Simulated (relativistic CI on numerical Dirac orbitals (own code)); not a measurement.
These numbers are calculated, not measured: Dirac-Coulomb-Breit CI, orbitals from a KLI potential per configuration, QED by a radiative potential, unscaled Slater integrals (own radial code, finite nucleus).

Configuration list (outside the closed core 1s2): 2s2 2p4, 2s 2p5, 2p6, 2p5 3s, 2p5 3p, 2p5 3d, 2s2 2p3 3s, 2s2 2p3 3p, 2s2 2p3 3d, 2s 2p4 3s, 2s 2p4 3p, 2s 2p4 3d, 2s2 2p3 4s, 2s2 2p3 4p, 2s2 2p3 4d, 2s2 2p3 4f, 2s 2p4 4s, 2s 2p4 4p, 2s 2p4 4d, 2s 2p4 4f, 2s2 2p2 3s2, 2s2 2p2 3s 3p, 2s2 2p3 5s, 2s2 2p3 5p, 2s2 2p3 5d, 2s2 2p3 5f, 2s2 2p3 5g, 2s2 2p2 3s 3d, 2s2 2p2 3p2, 2s2 2p2 3p 3d, 2s 2p3 3s2, 2s2 2p2 3d2, 2s 2p3 3s 3p, 2s 2p3 3s 3d, 2s 2p3 3p2, 2s 2p4 5s. Levels of other configurations are missing.

At this charge energies of transitions that change n are usually good to better than 1 %, and those within a shell (Δn = 0) to a few per cent.

Outline of the computed level scheme of Sn XLIII. Lowest level of each configuration: 2s2 2p4 3P_2 at 0.00 eV; 2s 2p5 3P°_2 at 472.26 eV; 2p6 1S_0 at 1023.72 eV; 2s2 2p3 3s 3P°_2 at 3767.84 eV; 2s2 2p3 3p 3P_1 at 3837.05 eV; 2s2 2p3 3d 3D°_2 at 3980.72 eV.

Some strong electric-dipole decays among the lowest 45 levels: 2s2 2p3 3d 3D°_3 → 2s2 2p4 3P_2 (2.7e+14 s⁻¹); 2s2 2p3 3d 3D°_1 → 2s2 2p4 1S_0 (2.6e+14 s⁻¹); 2s2 2p3 3d 3D°_2 → 2s2 2p4 3P_2 (1.7e+14 s⁻¹); 2s2 2p3 3s 3D°_3 → 2s2 2p4 3P_2 (1.3e+14 s⁻¹); 2s2 2p3 3d 5D°_1 → 2s2 2p4 3P_2 (5.1e+13 s⁻¹); 2s2 2p3 3s 1D°_2 → 2s2 2p4 1D_2 (3.4e+13 s⁻¹); 2s2 2p3 3s 3S°_1 → 2s2 2p4 3P_1 (3.3e+13 s⁻¹); 2s2 2p3 3s 1P°_1 → 2s2 2p4 3P_2 (3.2e+13 s⁻¹).

LS names give the leading component of a level, which can be under half, so a name can repeat, a term be missing and a line seem to break the LS rules.
